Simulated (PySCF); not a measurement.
**Excitation energy of B by level of theory**

B [He] 2s2 2p1 (2P) → B [He] 2s1 2p2 (4P), as a difference of total energies. Computed with PySCF 2.14 in x2c-TZVPPall with one added diffuse shell each of s, p, d type (6s4p3d1f, 40 functions), with the spin-free X2C one-electron Hamiltonian (Gaussian nucleus). Correlated levels: valence: 1s2 frozen; valence and next inner shell: nothing frozen. The calculations carry no spin-orbit coupling.

```json
{"method": "UHF", "excitation energy (eV)": "2.195"}
{"method": "LDA", "excitation energy (eV)": "3.289"}
{"method": "PBE", "excitation energy (eV)": "3.276"}
{"method": "PBE0", "excitation energy (eV)": "3.223"}
{"method": "r2SCAN", "excitation energy (eV)": "2.940"}
{"method": "PBEsol", "excitation energy (eV)": "3.213"}
{"method": "revPBE", "excitation energy (eV)": "3.328"}
{"method": "wB97X", "excitation energy (eV)": "3.279"}
{"method": "CAM-B3LYP", "excitation energy (eV)": "3.618"}
{"method": "MP2 (valence)", "excitation energy (eV)": "3.081"}
{"method": "SCS-MP2 (valence)", "excitation energy (eV)": "3.445"}
{"method": "MP2 (valence and next inner shell)", "excitation energy (eV)": "3.078"}
{"method": "SCS-MP2 (valence and next inner shell)", "excitation energy (eV)": "3.444"}
```

Problem. How much does correlation contribute at MP2 (valence and next inner shell)?

Solution. 3.078 − (2.195) = 0.883 eV, measured against UHF.
